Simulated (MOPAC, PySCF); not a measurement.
CH3B2N, SMILES `[H]/B=C/N=B`, neutral singlet in the gas phase. 

Cartesian coordinates (Å):
SMILES: B=N/C=B/[H]
```xyz
7

B     -1.3725     1.1091     0.0904
C     -0.6594    -0.0813     0.1807
N      0.6525    -0.4037     0.1046
B      1.8470    -0.7241     0.0390
H     -2.0876     2.0387     0.0342
H     -1.3575    -0.9158     0.3516
H      2.9774    -1.0230    -0.0236
```
Charge 0, spin multiplicity 1.

All levels are single points at this geometry (PBE0-D3(BJ)/def2-TZVP); Pople sets use spherical d functions. Orbital energies aren't observables, and empty levels follow the basis.

PM7 in MOPAC gives HOMO (eV) = -8.88.

Estimate the HOMO (eV) from each of these levels: PBE-D3(BJ)/def2-TZVP in PySCF; PBE0-D3(BJ)/def2-TZVP in PySCF; B3LYP/6-31G* in PySCF; BP86/6-31G* in PySCF; M06-2X/6-31G* in PySCF; PBE/6-31G* in PySCF; SVWN5/6-31G* in PySCF; HF/6-31G* in PySCF; HF/STO-3G in PySCF; AM1 in MOPAC; PM3 in MOPAC; PM6 in MOPAC.


```
level                           HOMO (eV)
------------------------------  ---------
PBE-D3(BJ)/def2-TZVP in PySCF       -5.04
PBE0-D3(BJ)/def2-TZVP in PySCF      -5.96
B3LYP/6-31G* in PySCF               -5.44
BP86/6-31G* in PySCF                -4.80
M06-2X/6-31G* in PySCF              -6.71
PBE/6-31G* in PySCF                 -4.70
SVWN5/6-31G* in PySCF               -4.85
HF/6-31G* in PySCF                  -7.70
HF/STO-3G in PySCF                  -5.93
AM1 in MOPAC                        -7.62
PM3 in MOPAC                        -9.86
PM6 in MOPAC                        -8.06
```
